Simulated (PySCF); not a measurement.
Gas-phase reaction: 2 TaCl4NH2 + 2 HCl → 2 TaCl5 + N2 + 6 H

Method: PySCF energies plus ideal-gas RRHO corrections (1 bar). † marks an energy on the PBE0/def2-TZVP geometry and frequencies; other levels use their own. Open shells (unrestricted): H (multiplicity 2); the rest are closed-shell singlets. B3LYP is the form with VWN-RPA correlation. Ta: scalar-relativistic def2 core potential, no spin-orbit coupling. TaCl4NH2: computed as isolated molecules; such fragments, hydroxides, amides, oligomers or adducts are transient or little studied in the gas. The harmonic model lacks anharmonicity and excited electronic states, which grow with temperature; levels with a mode under 35 cm⁻¹ are left out. Soft modes under 120 cm⁻¹ make the harmonic entropy rough for TaCl4NH2, TaCl5.

| level | ΔE electronic, kJ | ΔH°(298 K), kJ | ΔS°(298 K), J/K | ΔG°(800 K), kJ |
|---|---|---|---|---|
| B3LYP/def2-TZVP† | 1486 | 1363 | 496 | 949 |
| PBE/def2-SVP | 1403 | 1285 | 492 | 875 |
| PBE/def2-TZVP† | 1427 | 1303 | 496 | 889 |
| PBE0/def2-TZVP | 1453 | 1329 | 496 | 915 |
| ωB97X-V/def2-TZVP† | 1480 | 1357 | 496 | 943 |
ΔH° is lowest at PBE/def2-SVP and highest at B3LYP/def2-TZVP†. No reference value is set beside these.
